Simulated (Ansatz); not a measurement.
Coupled-cluster diagnostics for the cluster Si2Ge3, Ansatz.

Geometry of the singlet (PBE-D4/def2-SVP):

```xyz
5

Si   -0.4781    0.7436   -0.8331
Si   -1.2438   -1.3433   -1.2226
Ge    1.5265   -0.4139    0.4976
Ge    1.0042    2.0683    0.3780
Ge   -0.8088   -1.0547    1.1801
```

Correlated methods freeze 37 core orbitals; core or outer-core shells of Ge are correlated, in sets that lack core-valence functions. Another isomer (singlet) lies 0.07 eV lower at PBE0-D4/def2-TZVP; other spin states weren't run for this one.

Task: Estimate the CCSD(T) correlation energy, the shares of MP2 and (T), T1 and the reference's ⟨S²⟩ for: charge 0, singlet, own geometry in def2-SVP; and the rough time on 4 threads of Intel Xeon on a shared host.

Result: 
| state | basis | correlation (eV) | MP2 share (%) | (T) share (%) | T1 | ⟨S²⟩ (pure) | wall time | remarks |
| --- | --- | --- | --- | --- | --- | --- | --- | --- |
| charge 0, singlet, own geometry | def2-SVP | -23.920 | 96.1 | 5.8 | 0.022 | 0.00 (0.00) | 10 s | large T1, restricted SCF unstable |
Customary marks for T1 are 0.02 (closed shells), 0.045 (open shells) and about 0.05 (3d metals). T1 exceeds 0.02 in 1 of 1 rows and 0.045 in 0; the higher it lies, the less the single-reference result can be trusted.
